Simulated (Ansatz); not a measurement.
C2H7AlOS, relaxed with RKS PBE-D4/def2-SVP in Ansatz from a rough embedded geometry. The force threshold is 0.03 eV/Å; the program also tests the step.

The species carries charge 0 and has multiplicity 1. The bonds changed during the relaxation, so this is another structure than the one it started from.

Start:

```xyz
12

C     1.457   -1.246   -0.997
S     0.021   -0.154   -1.318
C    -0.284    0.140    0.429
O     0.716    0.898    1.100
Al   -2.034    1.117    0.679
H     2.235   -0.744   -0.529
H     1.798   -1.606   -2.017
H     1.086   -2.146   -0.441
H    -0.395   -0.872    1.011
H     0.857    1.686    0.521
H    -2.226    2.521    0.035
H    -3.232    0.405    1.527
```

Task: How much energy does the relaxation release, and in how many steps? (Estimate.)

Result: Computed: 62.98 kJ/mol, in 16 steps.

Task: Which bonds change most? (Estimate.)

Result: Ansatz gave: O4–Al5 from 2.790 to 1.993 Å; C3–O4 from 1.423 to 1.584 Å; C1–H6 from 1.038 to 1.107 Å; C3–H9 from 1.173 to 1.106 Å.

Task: Give the relaxed structure. (An estimate is asked.)

Result: Computed: 
```xyz
12

C     1.605   -1.252   -1.055
S     0.057   -0.303   -1.332
C    -0.642   -0.178    0.269
O     0.010    0.969    1.147
Al   -1.930    1.240    0.780
H     2.283   -0.727   -0.355
H     2.106   -1.347   -2.038
H     1.375   -2.265   -0.669
H    -0.525   -1.088    0.887
H     0.576    1.474    0.521
H    -2.111    2.448   -0.252
H    -2.804    1.030    2.097
```
